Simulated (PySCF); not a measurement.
**A search over the determinants of GeS**

Unrestricted PBE0; PySCF, no relativity, basis sets Ge def2-SVP, S def2-SVP. Outer shells of the fragments: Ge 3d10 4s2 4p2; S 3s2 3p4.

Followed along the bond (rough minima from three points):

| 2Ms+1 | unpaired | ⟨S²⟩ at the start | R at minimum (Å) | Te (eV) |
| --- | --- | --- | --- | --- |
| 1 | none | 0.00 | 2.02 | 0.00 |
| 3 | π ↑↑ | 2.01 | none in the scan | ≤ 2.65 |
| 5 | σ ↑, π ↑↑↑ | 6.00 | none in the scan | ≤ 5.38 |

Solutions found at the starting distance of 2.145 Å, counted from the lowest of them; the search is not exhaustive and high or unbound solutions are not listed, so other states can lie among these:

| 2Ms+1 | unpaired | term | E (eV) | ⟨S²⟩ | ⟨Lz²⟩ | μ (D) |
| --- | --- | --- | --- | --- | --- | --- |
| 1 | none | ¹Σ⁺ | 0.00 | 0.00 | 0.00 | -2.54 |
| 3 | π ↑↑ | mixed | 2.57 | 2.01 | 2.01 | -0.16 |
| 3 | π ↑↑ | mixed | 2.93 | 2.01 | 2.01 | -0.39 |
| 1 | π ↑↓ | mixed | 2.99 | 1.01 | 2.01 | -0.47 |
| 3 | σ ↑, π ↑ | ³Π | 3.06 | 2.01 | 1.01 | -2.10 |
| 1 | σ ↓, π ↑ | mixed | 3.37 | 1.02 | 1.01 | -1.89 |

A term symbol is given only where ⟨S²⟩ and ⟨Lz²⟩ are close to those of a pure state; real π, δ and φ orbitals otherwise mix terms. A positive dipole means Ge(−)S(+).

The measured ground state is X ¹Σ+ (Huber and Herzberg, Constants of Diatomic Molecules (1979)).

Counting both spins, an empty level lies below a filled one in some of these solutions, because spin and occupation are held.
